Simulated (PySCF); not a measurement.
## Two-dimensional NMR puzzle

Compound of formula C$_{4}$H$_{14}$Si$_{3}$. Correlations simulated from computed shifts and the bond graph:

HSQC (one-bond C–H):
| δH | δC |
| --- | --- |
| 6.47 | 157.0 |
| 5.61 | 124.2 |
| 1.94 | 28.0 |
| 0.09 | -9.0 |

COSY cross peaks (H two or three bonds apart, from the bond graph; peaks can be absent where the dihedral angle is near 90°):
| δH | δH |
| --- | --- |
| 6.47 | 5.61 |
| 6.47 | 1.94 |
| 5.61 | 4.33 |
| 4.33 | 3.41 |
| 4.14 | 1.94 |
| 4.14 | 0.09 |

HMBC (two and three bonds, from the bond graph):
| δH | δC |
| --- | --- |
| 6.47 | 124.2, 28.0 |
| 5.61 | 157.0, 28.0 |
| 4.33 | 157.0, 124.2 |
| 4.14 | 157.0, 28.0, -9.0 |
| 3.41 | 124.2 |
| 1.94 | 157.0, 124.2, -9.0 |
| 0.09 | 28.0 |

Computed data (PySCF): GIAO PBE0/pcSseg-1 shieldings, geometry: GFN2-xTB. No solvent, single conformer, non-relativistic, averaged over atoms made equivalent by symmetry, fast rotation or ring inversion.

Shifts are taken against calculated references (same method and geometry level): ¹H (σref 31.72) and ¹³C (σref 186.93) against TMS.

Exchangeable hydrogens are left out of these lists.

Assemble the structure.

## Answers

SMILES C[SiH2]C/C=C/[SiH2][SiH3].

Atom-mapped SMILES (the numbers label the heavy atoms): `[CH3:1][SiH2:2][CH2:3]/[CH:4]=[CH:5]/[SiH2:6][SiH3:7]`. Hydrogens are named by the atom that carries them.

δC 157.0 is C4, an alkene CH (δH 6.47). δC 124.2 is C5, an alkene CH (δH 5.61). δC 28.0 is C3, an allylic sp3 CH2 bonded to Si (δH 1.94). δC -9.0 is C1, a methyl carbon bonded to Si (δH 0.09). COSY links 6.47–5.61, 6.47–1.94, 5.61–4.33, 4.33–3.41, 4.14–1.94, 4.14–0.09.

The shifts were computed for this structure.

Shifts are as computed. Against solution values, carbons near 30 ppm lie about +3 ppm off and those near 130 ppm about +5 ppm. Of 1211 compounds with measured shifts, 218 miss one by over three times the rms of a fit or turn the order of signals round; such compounds aren't used in these exercises.
